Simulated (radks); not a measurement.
Ionisation of neutral lutetium, [Xe] 4f14 5d1 6s2, to [Xe] 4f14 6s2 as the strength of local exchange is varied. Calculated with a radial shooting solver on a logarithmic mesh with Libxc functionals: scalar-relativistic Kohn-Sham, Slater X-alpha exchange (alpha = 2/3 is LDA exchange), no correlation, spin-polarised, spherical densities, point nucleus; open shells are filled with parallel spins first (spin-orbit coupling, left out, can overturn this in heavy ions).

| alpha | E(Lu) (hartree) | exchange (hartree) | IE (eV) | -e of the level emptied (eV) | <r> of it (bohr) |
|---|---|---|---|---|---|
| 0.667 | -14547.4056 | -284.1156 | 4.556 | 1.265 (5d) | 2.997 |
| 0.909 | -14651.3665 | -390.2603 | 6.901 | 3.157 (5d) | 2.527 |
| 0.932 | -14661.2896 | -400.4317 | 7.145 | 3.366 (5d) | 2.496 |
| 0.973 | -14678.9969 | -418.5991 | 7.591 | 3.749 (5d) | 2.442 |
| 1.03 | -14703.6531 | -443.9323 | 8.228 | 4.304 (5d) | 2.375 |

NIST Atomic Spectra Database: 5.426 eV (measured). The Delta-SCF value meets it near alpha = 0.76. Open shells are spherical and high-spin; term and fine-structure splittings are not resolved. Spin-orbit splitting is averaged out at the scalar-relativistic level.
